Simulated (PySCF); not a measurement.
SMILES Bc1ccc(Cl)cc1, GFN2-xTB optimised geometry.

```
14

B     -1.43    -2.07     0.00
C     -0.62    -0.76     0.00
C     -1.25     0.50     0.00
C     -0.53     1.68     0.00
C      0.85     1.63     0.00
Cl     1.76     3.10     0.00
C      1.52     0.41     0.00
C      0.78    -0.76     0.00
H     -0.87    -3.10     0.00
H     -2.60    -2.04     0.00
H     -2.33     0.54     0.00
H     -1.04     2.63     0.00
H      2.60     0.39     0.00
H      1.31    -1.70     0.00
```

Density from PySCF with PBE0/def2-TZVP at that geometry.

Minimum of the electron density along straight lines between bonded atoms, close to the bond critical point (lines longer than 1.1 times the sum of covalent radii, or with two minima, are not listed):

```tsv
bond	length / Å	ρ at the minimum / e bohr⁻³	∇²ρ there / e bohr⁻⁵	position (fraction from the first atom)
B1–C2	1.545	0.191	-0.16	0.33
C2–C3	1.402	0.312	-0.91	0.49
C3–C4	1.381	0.324	-0.97	0.50
C4–C5	1.387	0.321	-0.96	0.48
C5–Cl6	1.727	0.209	-0.35	0.42
C5–C7	1.387	0.321	-0.96	0.52
C2–C8	1.402	0.312	-0.91	0.49
C7–C8	1.381	0.324	-0.97	0.50
B1–H9	1.169	0.192	-0.33	0.44
B1–H10	1.169	0.192	-0.33	0.44
C3–H11	1.080	0.290	-1.05	0.65
C4–H12	1.079	0.289	-1.04	0.65
C7–H13	1.079	0.289	-1.04	0.65
C8–H14	1.080	0.290	-1.05	0.65
```
